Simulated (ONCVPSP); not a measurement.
Varying the ONCV potential for hafnium (Hf)

Base potential:

* Element: Hf (Z = 72)
* Generator: ONCVPSP 4.0.1
* Type: optimised norm-conserving Vanderbilt (ONCV)
* Functional: PBEsol
* Relativity: scalar-relativistic
* Frozen core: [Xe] 4f14
* Valence charge: 4
* Reference configuration: 5d2 6s1.5 (charge +0.5)
* Partial waves: 6s: rc 3.15 bohr, ncon 3, nbas 5, qcut 1.8 1/bohr, 3 projectors, debl 0.5 Ha; p scattering state at 0.11 Ha: rc 3.05 bohr, ncon 5, nbas 9, qcut 2.1 1/bohr, 2 projectors, debl 1 Ha; 5d: rc 2.90 bohr, ncon 5, nbas 10, qcut 5.3 1/bohr, 2 projectors, debl 1.3 Ha; f scattering state at 0.2 Ha: rc 2.90 bohr, ncon 4, nbas 8, qcut 4.5 1/bohr, local
* Local potential: the f channel
* Core correction: Teter function fitted to the true core (icmod 2), fcfact 0.2

In the p channel the program set the typed energies aside and used 0.050, 1.050 Ha.

All-electron outer shells of the reference configuration (PBEsol, scalar-relativistic, ld1.x):

```tsv
shell	level (eV)	outermost node (bohr)	outermost maximum (bohr)
4f	-20.17	–	0.45
6s	-7.98	1.36	2.85
5d	-5.85	0.67	1.69
```

Cutoffs, loose and tight: the cutoffs (Ha) at which the residual kinetic energy of the hardest occupied pseudo-wave falls to 1 and 0.1 mHa per electron. They do not see the model core or the augmentation charge, which bear on the density cutoff. Test errors are all-electron minus pseudo excitation energies from the reference, over the configurations 5d2 6s2; 5d2 6s1; 5d2 6s0; 5d2 6s1 6p1. A dash means not determined; rows that change the core or the reference have their own tests. The largest error is taken over the tests solved by every variant that gives reliable tests at all: 5d2 6s0; 5d2 6s1; 5d2 6s2.

For the base: The cutoffs count occupied waves only; projector 2 of the p channel, the hardest unoccupied one, needs 32 Ha at the loose tolerance.

A true bound ghost makes a file unfit for plane-wave use even where its test errors are small: the radial tests pick states by their node count and pass the ghost by.

| change | outcome | cutoff, loose | cutoff, tight | bound ghosts | GHOST(+) flags above zero | largest test error (meV) |
| --- | --- | --- | --- | --- | --- | --- |
| base | generated, projector energies reset by the program | 9.8 Ha | 11 Ha | none | s, p | -36 |
| s: qcut 1.2; p: qcut 1.4; d: qcut 3.6; f: qcut 3.1 | generated, projector energies reset by the program | 17 Ha | 42 Ha | s | p | -42 |
| s: qcut 1.4; p: qcut 1.7; d: qcut 4.2; f: qcut 3.6 | generated, projector energies reset by the program | 8.1 Ha | 19 Ha | none | none | -40 |
| s: qcut 1.6; p: qcut 1.9; d: qcut 4.8; f: qcut 4.1 | generated, projector energies reset by the program | 8.9 Ha | 11 Ha | none | s, p | -38 |
| s: qcut 2.1; p: qcut 2.5; d: qcut 6.2; f: qcut 5.3 | generated, projector energies reset by the program | 11 Ha | 13 Ha | none | s, p | -33 |
| s: qcut 2.6; p: qcut 3; d: qcut 7.6; f: qcut 6.4 | generated, projector energies reset by the program | 11 Ha | 13 Ha | s, p | p | -29 |

Task: What comes out with this change to the base: s: qcut 2.3; p: qcut 2.7; d: qcut 6.7; f: qcut 5.7?

Result: outcome: generated, projector energies reset by the program; cutoff, loose: 11 Ha; cutoff, tight: 14 Ha; bound ghosts: none; GHOST(+) flags above zero: s, p; largest test error (meV): -31.

Task: What comes out with this change to the base: d: qcut 5.4; f: qcut 4.6?

Result: outcome: generated, projector energies reset by the program; cutoff, loose: 9.9 Ha; cutoff, tight: 12 Ha; bound ghosts: none; GHOST(+) flags above zero: s, p; largest test error (meV): -36.
